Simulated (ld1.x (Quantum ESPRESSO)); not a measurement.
# P: what ld1.x (Quantum ESPRESSO) 7.5 does with a changed input

Command:

```bash
ld1.x < P.in > P.out
```

Input:

```
&input
   title='P', zed=15., rel=0, dft='PZ', iswitch=3,
   config='[Ne] 3s2 3p2',
   nld=2, rlderiv=2.05, eminld=-4.0, emaxld=5.0, deld=0.02
 /
 &inputp
   pseudotype=1, tm=.true., lloc=1,
   nlcc=.true., rcore=1.55,
   file_pseudopw='P.pp', file_wfcaegen='ae.wfc', file_wfcncgen='nc.wfc'
 /
2
3S  1  1   2.00   0.00  1.65  1.65  0.0
3P  2  1   2.00   0.00  1.90  1.90  0.0
 &test
   configts(1)='3s2 3p2'
 /
```

This is an input that runs to its end, with one change: angular momentum of 3S typed wrongly.

Q: How does the run end?

A: The program refuses the input: "read_psconfig: ps-label wrong?".

```
Program LD1 v.7.5

 %%%%%%%%%%%%%%%%%%%%%%%%%%%%%%%%%%%%%%%%%%%%%%%%%%%%%%%%%%%%%%%%%%%%%%%%%%%%%%
     Error in routine read_psconfig (1):
     ps-label wrong?
 %%%%%%%%%%%%%%%%%%%%%%%%%%%%%%%%%%%%%%%%%%%%%%%%%%%%%%%%%%%%%%%%%%%%%%%%%%%%%%

     stopping ...
```
